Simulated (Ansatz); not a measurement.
These are B3LYP-D3(BJ)/def2-TZVP (Ansatz, a first-principles code) values and carry that method's errors. No frequencies were computed at this level.

Ansatz 0.2 input:
```yaml
crystal:
  periodic: [false, false, false]
  atoms:
    - { symbol: S, position_ang: [-1.861957, 0.030048, 0.032493] }
    - { symbol: B, position_ang: [-0.09805, 0.396001, 0.035337] }
    - { symbol: S, position_ang: [1.099139, -0.953297, -0.097862] }
    - { symbol: Cl, position_ang: [0.418564, 2.041461, 0.164781] }
    - { symbol: H, position_ang: [-1.762251, -1.290461, -0.080372] }
    - { symbol: H, position_ang: [2.204556, -0.223752, -0.054379] }
basis:
  gaussian: { orbitals: def2-tzvp }
hamiltonian:
  xc: b3lyp
  dispersion: d3bj
relax:
  max_steps: 150
```

Output:

```
Functional definition: B3LYP
1062 factors; their error is unknown
mean field evaluation 1: about -34906.2567 eV, gradient 2.3e1 eV
mean field evaluation 2: about -34905.7090 eV, gradient 2.7e1 eV
mean field evaluation 4: about -34907.6868 eV, gradient 8.9e-1 eV
mean field evaluation 8: about -34907.7535 eV, gradient 2.5e-2 eV
mean field -34907.75348173 eV, -1282.8362791285 hartree, gradient 3.0e-5 eV, S^2 0.000000; 0 other end points of the search recorded, 0 dependent functions left out
reference -34907.75371771 eV, -1282.8362878006 hartree; 28, 28 occupied and 126, 126 virtual orbitals, 1062 factors
relax step   1: F+E_penalty+E_count = -34908.10516701 eV  Δ(F+E_penalty+E_count) = +0.000e0 eV  max|allowed force component| = 8.085e-1 eV/Å  Δτ_max = 0.0000 Å  (26 SCF iters, accepted)
these checks for a lower state are left out or cut short: starts, cluster_reference, orbital_swaps, neighbouring_geometries, increment
1062 factors; their error is unknown
mean field evaluation 16: about -34907.7025 eV, gradient 1.3e0 eV
mean field -34907.77149474 eV, -1282.8369410944 hartree, gradient 8.7e-6 eV, S^2 0.000000; 0 other end points of the search recorded, 0 dependent functions left out
reference -34907.77173132 eV, -1282.8369497885 hartree; 28, 28 occupied and 126, 126 virtual orbitals, 1062 factors
relax step   2: F+E_penalty+E_count = -34908.12248633 eV  Δ(F+E_penalty+E_count) = -1.732e-2 eV  max|allowed force component| = 5.126e-1 eV/Å  Δτ_max = 0.0138 Å  (29 SCF iters, accepted)
these checks for a lower state are left out or cut short: starts, cluster_reference, orbital_swaps, neighbouring_geometries, increment
1062 factors; their error is unknown
mean field -34907.77110377 eV, -1282.8369267263 hartree, gradient 8.4e-6 eV, S^2 0.000000; 0 other end points of the search recorded, 0 dependent functions left out
reference -34907.77134112 eV, -1282.8369354490 hartree; 28, 28 occupied and 126, 126 virtual orbitals, 1062 factors
relax step   3: F+E_penalty+E_count = -34908.12075117 eV  Δ(F+E_penalty+E_count) = +1.735e-3 eV  max|allowed force component| = 3.347e-1 eV/Å  Δτ_max = 0.0485 Å  (29 SCF iters, rejected (line search))
these checks for a lower state are left out or cut short: starts, cluster_reference, orbital_swaps, neighbouring_geometries, increment
1062 factors; their error is unknown
mean field evaluation 32: about -34907.7790 eV, gradient 1.2e-1 eV
mean field -34907.77902519 eV, -1282.8372178332 hartree, gradient 2.7e-5 eV, S^2 0.000000; 0 other end points of the search recorded, 0 dependent functions left out
reference -34907.77926244 eV, -1282.8372265521 hartree; 28, 28 occupied and 126, 126 virtual orbitals, 1062 factors
relax step   4: F+E_penalty+E_count = -34908.12905193 eV  Δ(F+E_penalty+E_count) = -6.566e-3 eV  max|allowed force component| = 3.213e-2 eV/Å  Δτ_max = 0.0243 Å  (29 SCF iters, accepted)
these checks for a lower state are left out or cut short: starts, cluster_reference, orbital_swaps, neighbouring_geometries, increment
1062 factors; their error is unknown
mean field -34907.77905276 eV, -1282.8372188466 hartree, gradient 8.9e-6 eV, S^2 0.000000; 0 other end points of the search recorded, 0 dependent functions left out
reference -34907.77928999 eV, -1282.8372275645 hartree; 28, 28 occupied and 126, 126 virtual orbitals, 1062 factors
relax step   5: F+E_penalty+E_count = -34908.12908222 eV  Δ(F+E_penalty+E_count) = -3.029e-5 eV  max|allowed force component| = 5.257e-2 eV/Å  Δτ_max = 0.0383 Å  (28 SCF iters, accepted)
these checks for a lower state are left out or cut short: starts, cluster_reference, orbital_swaps, neighbouring_geometries, increment
1062 factors; their error is unknown
mean field -34907.77944949 eV, -1282.8372334260 hartree, gradient 8.6e-6 eV, S^2 0.000000; 0 other end points of the search recorded, 0 dependent functions left out
reference -34907.77968672 eV, -1282.8372421441 hartree; 28, 28 occupied and 126, 126 virtual orbitals, 1062 factors
relax step   6: F+E_penalty+E_count = -34908.12947873 eV  Δ(F+E_penalty+E_count) = -3.965e-4 eV  max|allowed force component| = 8.247e-3 eV/Å  Δτ_max = 0.0154 Å  (29 SCF iters, accepted)
1062 factors; their error is unknown
mean field evaluation 64: about -34907.7794 eV, gradient 4.9e-4 eV
mean field -34907.77944949 eV, -1282.8372334260 hartree, gradient 8.8e-6 eV, S^2 0.000000; 1 other end points of the search recorded, 0 dependent functions left out
reference -34907.77968672 eV, -1282.8372421441 hartree; 28, 28 occupied and 126, 126 virtual orbitals, 1062 factors
Total energy: -34908.12971596 eV, -1282.8501054815 hartree
Atom 0 at    -1.859338     0.044530     0.033785 Å, force     0.001104     0.000735     0.002214 eV/Å
Atom 1 at    -0.087606     0.369031     0.033642 Å, force    -0.003184     0.004710    -0.008247 eV/Å
Atom 2 at     1.110282    -0.969408    -0.099580 Å, force    -0.001319    -0.006971     0.002081 eV/Å
Atom 3 at     0.408960     2.057275     0.166139 Å, force     0.001036     0.000660     0.003208 eV/Å
Atom 4 at    -1.787991    -1.293531    -0.080547 Å, force    -0.001194    -0.002603     0.000434 eV/Å
Atom 5 at     2.215693    -0.207897    -0.053440 Å, force     0.003557     0.003468     0.000310 eV/Å
Dipole moment:     0.113202    -0.203817    -0.018973 e Å
```

Cost: roughly 50 core-seconds.
